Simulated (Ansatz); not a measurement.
Breaking a bond: AlH, singlet.

Levels of theory: RHF/cc-pVQZ (Ansatz, an electronic-structure program); RMP2 = MP2 on RHF/cc-pVQZ, frozen core (Ansatz); UHF/cc-pVQZ (Ansatz); UMP2 = Ansatz with MP2 on UHF/cc-pVQZ, frozen core; UCCSD = CCSD on UHF/cc-pVQZ, frozen core in Ansatz; UCCSD(T) = CCSD(T) on UHF/cc-pVQZ, frozen core run with Ansatz; RKS-B3LYP = restricted B3LYP/cc-pVQZ run with Ansatz; UKS-B3LYP = unrestricted B3LYP/cc-pVQZ run with Ansatz; RKS-CAM-B3LYP = restricted CAM-B3LYP/cc-pVQZ run with Ansatz; UKS-CAM-B3LYP = unrestricted CAM-B3LYP/cc-pVQZ (Ansatz); FCI = full CI/cc-pVQZ, frozen core (Ansatz).

All curves are set to zero at 1.66 Å and compared with full CI in the same basis at 1.66, 1.70, 1.79, 1.84, 1.91, 2.04, 2.23, 2.52, 2.74, 2.93, 3.33, 3.67, 4.08, 4.42, 4.99, 5.84, 6.65 Å.

**Question.** Order the methods by the spread of their error (largest minus smallest) over these points.

**Answer.** UKS-B3LYP has the smallest spread and RHF the largest. In order (kcal/mol): UKS-B3LYP 2.35, UCCSD(T) 2.43, UKS-CAM-B3LYP 3.06, UCCSD 3.53, UMP2 13.31, UHF 23.50, RKS-B3LYP 26.30, RMP2 32.77, RKS-CAM-B3LYP 42.62, RHF 59.20.

Errors against full CI at some of the points (kcal/mol):

```csv
method,2.04 Å,2.52 Å,3.33 Å,4.08 Å,6.65 Å
UKS-B3LYP,-0.8,-1.2,-1.2,-2.4,-0.2
UCCSD(T),0.1,0.3,2.3,1.6,0.0
UKS-CAM-B3LYP,0.0,1.0,1.4,-0.5,-0.3
UCCSD,0.2,1.0,3.3,1.5,-0.2
UMP2,-1.5,4.7,2.6,-3.7,-5.9
UHF,1.4,3.1,-9.6,-17.7,-20.4
RKS-B3LYP,-0.8,-1.2,1.4,8.2,25.1
RMP2,1.0,3.3,10.3,20.5,29.2
RKS-CAM-B3LYP,0.0,1.0,6.5,16.5,42.6
RHF,1.0,3.7,11.9,24.5,59.2
```

The restricted form behind RHF, RMP2, RKS-B3LYP, RKS-CAM-B3LYP keeps the bonding electrons paired and can't separate into open-shell fragments. The T1 diagnostic of CCSD on the restricted reference of RMP2 exceeds 0.045 at 2.93 to 6.65 Å. The unrestricted determinant behind UHF, UMP2, UCCSD, UCCSD(T) is spin-contaminated at 1.23 to 1.91, 2.52 to 6.65 Å (<S²> up to 1.0, against 0.00 for a pure singlet). The unrestricted determinant behind UKS-B3LYP, UKS-CAM-B3LYP is spin-contaminated at 2.93 to 6.65 Å (<S²> up to 1.0, against 0.00 for a pure singlet).
